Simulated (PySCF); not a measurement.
Species: `C=C[Si@@H]1CC=C([SiH2]C)[C@@H]1F`. The columns A, B, C and D hold Mulliken, IAO, Hirshfeld and ESP-fitted charges (e) of one PBE0/pcSseg-1 density (PySCF), in a shuffled order. Coordinates in Å (GFN2-xTB); the density's dipole moment is (-0.89, -2.16, 0.03) D.

```json
{"atom": "C1", "x": "-4.153", "y": "1.238", "z": "0.263", "A": "-0.365", "B": "-0.139", "C": "-0.272", "D": "-0.079"}
{"atom": "C2", "x": "-2.888", "y": "0.902", "z": "0.462", "A": "-0.280", "B": "-0.485", "C": "-0.415", "D": "-0.134"}
{"atom": "Si3", "x": "-1.791", "y": "0.069", "z": "-0.814", "A": "+0.543", "B": "+0.940", "C": "+0.885", "D": "+0.366"}
{"atom": "C4", "x": "-0.989", "y": "-1.543", "z": "-0.173", "A": "-0.468", "B": "-0.500", "C": "-0.557", "D": "-0.164"}
{"atom": "C5", "x": "0.436", "y": "-1.165", "z": "0.104", "A": "-0.008", "B": "-0.108", "C": "-0.115", "D": "-0.032"}
{"atom": "C6", "x": "0.902", "y": "0.030", "z": "-0.248", "A": "-0.268", "B": "-0.469", "C": "-0.298", "D": "-0.113"}
{"atom": "Si7", "x": "2.647", "y": "0.681", "z": "0.045", "A": "+0.604", "B": "+0.717", "C": "+0.765", "D": "+0.331"}
{"atom": "C8", "x": "3.718", "y": "-0.658", "z": "0.856", "A": "-0.673", "B": "-0.641", "C": "-0.717", "D": "-0.213"}
{"atom": "C9", "x": "-0.075", "y": "0.946", "z": "-0.937", "A": "+0.035", "B": "-0.051", "C": "-0.092", "D": "-0.033"}
{"atom": "F10", "x": "-0.065", "y": "2.205", "z": "-0.338", "A": "-0.249", "B": "-0.343", "C": "-0.334", "D": "-0.124"}
{"atom": "H11", "x": "-4.750", "y": "1.724", "z": "1.019", "A": "+0.175", "B": "+0.121", "C": "+0.152", "D": "+0.051"}
{"atom": "H12", "x": "-4.650", "y": "1.042", "z": "-0.674", "A": "+0.177", "B": "+0.115", "C": "+0.145", "D": "+0.046"}
{"atom": "H13", "x": "-2.438", "y": "1.132", "z": "1.421", "A": "+0.184", "B": "+0.142", "C": "+0.160", "D": "+0.048"}
{"atom": "H14", "x": "-2.424", "y": "-0.082", "z": "-2.129", "A": "-0.120", "B": "-0.079", "C": "-0.122", "D": "-0.075"}
{"atom": "H15", "x": "-1.015", "y": "-2.342", "z": "-0.916", "A": "+0.144", "B": "+0.158", "C": "+0.160", "D": "+0.044"}
{"atom": "H16", "x": "-1.449", "y": "-1.951", "z": "0.728", "A": "+0.142", "B": "+0.152", "C": "+0.156", "D": "+0.042"}
{"atom": "H17", "x": "1.066", "y": "-1.897", "z": "0.589", "A": "+0.117", "B": "+0.091", "C": "+0.143", "D": "+0.045"}
{"atom": "H18", "x": "3.224", "y": "1.040", "z": "-1.262", "A": "-0.141", "B": "-0.098", "C": "-0.132", "D": "-0.085"}
{"atom": "H19", "x": "2.595", "y": "1.866", "z": "0.907", "A": "-0.120", "B": "-0.072", "C": "-0.120", "D": "-0.081"}
{"atom": "H20", "x": "3.329", "y": "-0.949", "z": "1.827", "A": "+0.160", "B": "+0.138", "C": "+0.154", "D": "+0.041"}
{"atom": "H21", "x": "4.729", "y": "-0.293", "z": "1.005", "A": "+0.172", "B": "+0.143", "C": "+0.159", "D": "+0.043"}
{"atom": "H22", "x": "3.782", "y": "-1.551", "z": "0.240", "A": "+0.153", "B": "+0.137", "C": "+0.154", "D": "+0.041"}
{"atom": "H23", "x": "0.254", "y": "1.129", "z": "-1.966", "A": "+0.086", "B": "+0.131", "C": "+0.144", "D": "+0.035"}
```

Problem. Which column most likely holds the ESP-fitted charges?

Solution. A. Σ q r misses the density's dipole by 0.02 D (A), 1.10 D (D), 1.75 D (C), 2.99 D (B). Charges fitted to the outside potential are the only set here that is tied to the molecule's multipoles.

Problem. And the Hirshfeld charges?

Solution. D. The mean sizes are 0.098 e (D), 0.234 e (A), 0.260 e (B), 0.276 e (C), and Hirshfeld charges are commonly the smallest of these schemes.

As computed, A = ESP-fitted, B = Mulliken, C = IAO, D = Hirshfeld. Hydrogens on carbon: ESP-fitted +0.09 to +0.18, Mulliken +0.09 to +0.16, IAO +0.14 to +0.16, Hirshfeld +0.04 to +0.05 e.

The IAO scheme counts the electrons in orthogonalised intrinsic atomic orbitals, a minimal basis polarised so that it spans the occupied orbitals exactly. The Mulliken scheme counts on each atom the diagonal of the density matrix times the overlap matrix over that atom's basis functions.

The structure is a single GFN2-xTB conformer in the gas phase; no vibrational or solvent corrections.
